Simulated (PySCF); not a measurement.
H4BFOSi, singlet, at a GFN2-xTB geometry; B3LYP/6-31G*, polarisability by finite fields (PySCF).

Here is a job for PySCF.
```python
from pyscf import gto, scf, dft

mol = gto.M(
    atom='''
B     0.31639535   -0.27710746    0.33821130
F     1.63279525   -0.44084850    0.09019323
O    -0.14638599   -0.83967889    1.45119126
H     0.47847073   -1.32136809    2.00038336
Si   -0.85820610    0.73643461   -0.88458140
H    -2.22179807    0.89199869   -0.36885763
H    -0.98669639    0.09727435   -2.20248271
H    -0.36113687    2.09261550   -1.15722923
''',
    basis='6-31g*',
    verbose=4,
)

mf = dft.RKS(mol)
mf.xc = 'b3lyp'
mf.conv_tol = 1e-11
mf.kernel()
h0, z, done = mf.get_hcore(), mol.intor('int1e_r')[2], []
def energy(F):
    f = mf.copy()
    f.scf_summary = {}
    f.get_hcore = lambda *a: h0 + F * z
    e = f.kernel(mf.make_rdm1())
    done.append(f.converged)
    return e
F = 0.005
alpha = -(energy(F) + energy(-F) - 2 * mf.e_tot) / F**2
print('alpha_zz =', alpha)
```

It wrote (shortened):

```
PySCF version 2.14.0

[INPUT] verbose = 4
[INPUT] num. atoms = 8
[INPUT] num. electrons = 40
[INPUT] charge = 0
[INPUT] spin (= nelec alpha-beta = 2S) = 0
[INPUT] symmetry False subgroup None
[INPUT] Mole.unit = angstrom
[INPUT] Symbol           X                Y                Z      unit          X                Y                Z       unit  Magmom
[INPUT]  1 B      0.316395350000  -0.277107460000   0.338211300000 AA    0.597900558586  -0.523657206474   0.639126729233 Bohr   0.0
[INPUT]  2 F      1.632795250000  -0.440848500000   0.090193230000 AA    3.085535839991  -0.833082927425   0.170440502990 Bohr   0.0
[INPUT]  3 O     -0.146385990000  -0.839678890000   1.451191260000 AA   -0.276629429573  -1.586763134679   2.742354035762 Bohr   0.0
[INPUT]  4 H      0.478470730000  -1.321368090000   2.000383360000 AA    0.904178638321  -2.497023799840   3.780176694537 Bohr   0.0
[INPUT]  5 Si    -0.858206100000   0.736434610000  -0.884581400000 AA   -1.621774487431   1.391659721551  -1.671616580884 Bohr   0.0
[INPUT]  6 H     -2.221798070000   0.891998690000  -0.368857630000 AA   -4.198589856387   1.685633227571  -0.697039899656 Bohr   0.0
[INPUT]  7 H     -0.986696390000   0.097274350000  -2.202482710000 AA   -1.864585945197   0.183821880445  -4.162089115990 Bohr   0.0
[INPUT]  8 H     -0.361136870000   2.092615500000  -1.157229230000 AA   -0.682449777783   3.954470179020  -2.186846308041 Bohr   0.0

nuclear repulsion = 148.226921087141
number of shells = 34
number of NR pGTOs = 148
number of NR cGTOs = 68
basis = 6-31g*
ecp = {}

******** <class 'pyscf.dft.rks.RKS'> ********
method = RKS
initial guess = minao
damping factor = 0
level_shift factor = 0
DIIS = <class 'pyscf.scf.diis.CDIIS'>
diis_start_cycle = 1
diis_space = 8
diis_damp = 0
SCF conv_tol = 1e-11
SCF conv_tol_grad = None
SCF max_cycles = 50
direct_scf = True
direct_scf_tol = 1e-13
XC library pyscf.dft.libxc version 7.1.2
    S. Lehtola, C. Steigemann, M. J. T. Oliveira, and M. A. L. Marques,  SoftwareX 7, 1–5 (2018)
XC functionals = b3lyp
    P. J. Stephens, F. J. Devlin, C. F. Chabalowski, and M. J. Frisch,  J. Phys. Chem. 98, 11623 (1994)
radial grids:
    Treutler-Ahlrichs [JCP 102, 346 (1995); DOI:10.1063/1.469408] (M4) radial grids

becke partition: Becke, JCP 88, 2547 (1988); DOI:10.1063/1.454033
pruning grids: <function nwchem_prune>
grids dens level: 3
symmetrized grids: False
atomic radii adjust function: <function treutler_atomic_radii_adjust>
small_rho_cutoff = 0
Set gradient conv threshold to 3.16228e-06
Initial guess from minao.
tot grids = 100808
init E= -492.096140683118
  HOMO = -0.351308894266412  LUMO = -0.0778870596882824  gap/eV = 7.44019
cycle= 1 E= -491.79258930989  delta_E= 0.304  |g|= 0.791  |ddm|= 2.45
  HOMO = -0.223728243492843  LUMO = 0.00841040033939011  gap/eV = 6.31681
cycle= 2 E= -491.64414589147  delta_E= 0.148  |g|= 1.21  |ddm|= 1.13
  HOMO = -0.305276732061517  LUMO = -0.00974710905434684  gap/eV = 8.04177
cycle= 3 E= -491.900911386783  delta_E= -0.257  |g|= 0.0856  |ddm|= 0.713
  HOMO = -0.316881712284877  LUMO = -0.016306709397869  gap/eV = 8.17906
cycle= 4 E= -491.902193784759  delta_E= -0.00128  |g|= 0.0462  |ddm|= 0.0894
  HOMO = -0.316520541256533  LUMO = -0.0162626433145161  gap/eV = 8.17043
cycle= 5 E= -491.902525810169  delta_E= -0.000332  |g|= 0.0104  |ddm|= 0.0301
  HOMO = -0.315161852713477  LUMO = -0.0149141944643052  gap/eV = 8.17015
cycle= 6 E= -491.902547676223  delta_E= -2.19e-05  |g|= 0.00168  |ddm|= 0.00951
  HOMO = -0.31538740665953  LUMO = -0.015151795301239  gap/eV = 8.16983
cycle= 7 E= -491.902548499943  delta_E= -8.24e-07  |g|= 0.000198  |ddm|= 0.00211
  HOMO = -0.315366193557135  LUMO = -0.0151317115951635  gap/eV = 8.16980
cycle= 8 E= -491.902548510844  delta_E= -1.09e-08  |g|= 2.67e-05  |ddm|= 0.000225
  HOMO = -0.315364781742419  LUMO = -0.0151320957526715  gap/eV = 8.16975
cycle= 9 E= -491.902548511079  delta_E= -2.35e-10  |g|= 8.49e-06  |ddm|= 5.14e-05
  HOMO = -0.315366689216496  LUMO = -0.0151330652544628  gap/eV = 8.16977
cycle= 10 E= -491.902548511106  delta_E= -2.65e-11  |g|= 8.27e-07  |ddm|= 1.35e-05
  HOMO = -0.315366551001416  LUMO = -0.0151329656902477  gap/eV = 8.16977
cycle= 11 E= -491.902548511103  delta_E= 2.39e-12  |g|= 1.27e-07  |ddm|= 9e-07
  HOMO = -0.315366568508189  LUMO = -0.0151329704934398  gap/eV = 8.16977
Extra cycle  E= -491.902548511105  delta_E= -1.82e-12  |g|= 1.46e-07  |ddm|= 2.16e-07
converged SCF energy = -491.902548511105

******** <class 'pyscf.dft.rks.RKS'> ********
method = RKS
initial guess = minao
damping factor = 0
level_shift factor = 0
DIIS = <class 'pyscf.scf.diis.CDIIS'>
diis_start_cycle = 1
diis_space = 8
diis_damp = 0
SCF conv_tol = 1e-11
SCF conv_tol_grad = None
SCF max_cycles = 50
direct_scf = True
direct_scf_tol = 1e-13
XC library pyscf.dft.libxc version 7.1.2
    S. Lehtola, C. Steigemann, M. J. T. Oliveira, and M. A. L. Marques,  SoftwareX 7, 1–5 (2018)
XC functionals = b3lyp
    P. J. Stephens, F. J. Devlin, C. F. Chabalowski, and M. J. Frisch,  J. Phys. Chem. 98, 11623 (1994)
radial grids:
    Treutler-Ahlrichs [JCP 102, 346 (1995); DOI:10.1063/1.469408] (M4) radial grids

becke partition: Becke, JCP 88, 2547 (1988); DOI:10.1063/1.454033
pruning grids: <function nwchem_prune>
grids dens level: 3
symmetrized grids: False
atomic radii adjust function: <function treutler_atomic_radii_adjust>
small_rho_cutoff = 0
Overwritten attributes  get_hcore  of <class 'pyscf.dft.rks.RKS'>
Set gradient conv threshold to 3.16228e-06
init E= -491.905131047207
  HOMO = -0.318102236671237  LUMO = -0.0154196557692958  gap/eV = 8.23641
cycle= 1 E= -491.905514854686  delta_E= -0.000384  |g|= 0.0189  |ddm|= 0.104
  HOMO = -0.318527257236383  LUMO = -0.0168874561943695  gap/eV = 8.20804
cycle= 2 E= -491.905476418908  delta_E= 3.84e-05  |g|= 0.027  |ddm|= 0.0427
  HOMO = -0.318542728239765  LUMO = -0.0163447753257513  gap/eV = 8.22323
cycle= 3 E= -491.905625498459  delta_E= -0.000149  |g|= 0.00441  |ddm|= 0.0193
  HOMO = -0.318382457564357  LUMO = -0.0162594090818735  gap/eV = 8.22119
cycle= 4 E= -491.905630228652  delta_E= -4.73e-06  |g|= 0.000465  |ddm|= 0.00445
  HOMO = -0.318421708310976  LUMO = -0.0162837728402887  gap/eV = 8.22159
cycle= 5 E= -491.905630270035  delta_E= -4.14e-08  |g|= 0.000154  |ddm|= 0.000414
  HOMO = -0.318418959276526  LUMO = -0.0162795162194005  gap/eV = 8.22163
cycle= 6 E= -491.905630273704  delta_E= -3.67e-09  |g|= 3.93e-05  |ddm|= 0.000108
  HOMO = -0.318415400257044  LUMO = -0.0162759551721163  gap/eV = 8.22163
cycle= 7 E= -491.905630274012  delta_E= -3.08e-10  |g|= 6.33e-06  |ddm|= 3.26e-05
  HOMO = -0.318416418006841  LUMO = -0.0162769740724427  gap/eV = 8.22163
cycle= 8 E= -491.905630274025  delta_E= -1.26e-11  |g|= 1.35e-06  |ddm|= 8.51e-06
  HOMO = -0.318416176191786  LUMO = -0.0162767924609915  gap/eV = 8.22163
cycle= 9 E= -491.905630274022  delta_E= 2.39e-12  |g|= 1.52e-07  |ddm|= 1.69e-06
  HOMO = -0.318416200344917  LUMO = -0.0162768158430375  gap/eV = 8.22163
Extra cycle  E= -491.905630274025  delta_E= -2.73e-12  |g|= 1.58e-07  |ddm|= 3.61e-07
converged SCF energy = -491.905630274025

******** <class 'pyscf.dft.rks.RKS'> ********
method = RKS
initial guess = minao
damping factor = 0
level_shift factor = 0
DIIS = <class 'pyscf.scf.diis.CDIIS'>
diis_start_cycle = 1
diis_space = 8
diis_damp = 0
SCF conv_tol = 1e-11
SCF conv_tol_grad = None
SCF max_cycles = 50
direct_scf = True
direct_scf_tol = 1e-13
XC library pyscf.dft.libxc version 7.1.2
    S. Lehtola, C. Steigemann, M. J. T. Oliveira, and M. A. L. Marques,  SoftwareX 7, 1–5 (2018)
XC functionals = b3lyp
    P. J. Stephens, F. J. Devlin, C. F. Chabalowski, and M. J. Frisch,  J. Phys. Chem. 98, 11623 (1994)
radial grids:
    Treutler-Ahlrichs [JCP 102, 346 (1995); DOI:10.1063/1.469408] (M4) radial grids

becke partition: Becke, JCP 88, 2547 (1988); DOI:10.1063/1.454033
pruning grids: <function nwchem_prune>
grids dens level: 3
symmetrized grids: False
atomic radii adjust function: <function treutler_atomic_radii_adjust>
small_rho_cutoff = 0
Set gradient conv threshold to 3.16228e-06
init E= -491.899965975002
  HOMO = -0.312250376614082  LUMO = -0.0151502143479307  gap/eV = 8.08451
cycle= 1 E= -491.90035204799  delta_E= -0.000386  |g|= 0.0185  |ddm|= 0.104
  HOMO = -0.312178870041412  LUMO = -0.013617524581206  gap/eV = 8.12427
cycle= 2 E= -491.900327388316  delta_E= 2.47e-05  |g|= 0.0254  |ddm|= 0.0421
  HOMO = -0.312204988456194  LUMO = -0.0141858264683883  gap/eV = 8.10951
cycle= 3 E= -491.900461396522  delta_E= -0.000134  |g|= 0.00458  |ddm|= 0.0188
  HOMO = -0.312304174805302  LUMO = -0.0142554458607922  gap/eV = 8.11032
cycle= 4 E= -491.900466317781  delta_E= -4.92e-06  |g|= 0.000443  |ddm|= 0.00439
  HOMO = -0.312265286767227  LUMO = -0.0142269194177795  gap/eV = 8.11004
cycle= 5 E= -491.900466355913  delta_E= -3.81e-08  |g|= 0.000146  |ddm|= 0.000407
  HOMO = -0.312268264100357  LUMO = -0.0142316048979816  gap/eV = 8.10999
cycle= 6 E= -491.900466359169  delta_E= -3.26e-09  |g|= 4.01e-05  |ddm|= 0.000104
  HOMO = -0.312271811916073  LUMO = -0.0142348660049176  gap/eV = 8.11000
cycle= 7 E= -491.900466359486  delta_E= -3.17e-10  |g|= 6.25e-06  |ddm|= 3.27e-05
  HOMO = -0.312270791420918  LUMO = -0.0142337713345659  gap/eV = 8.11000
cycle= 8 E= -491.900466359497  delta_E= -1.13e-11  |g|= 1.41e-06  |ddm|= 8.36e-06
  HOMO = -0.312271047976333  LUMO = -0.0142339663444759  gap/eV = 8.11000
cycle= 9 E= -491.900466359501  delta_E= -3.52e-12  |g|= 1.63e-07  |ddm|= 1.83e-06
  HOMO = -0.312271026063155  LUMO = -0.0142339437180139  gap/eV = 8.11000
Extra cycle  E= -491.900466359499  delta_E= 1.82e-12  |g|= 1.72e-07  |ddm|= 3.76e-07
converged SCF energy = -491.900466359499
alpha_zz = 39.98445256911509
```
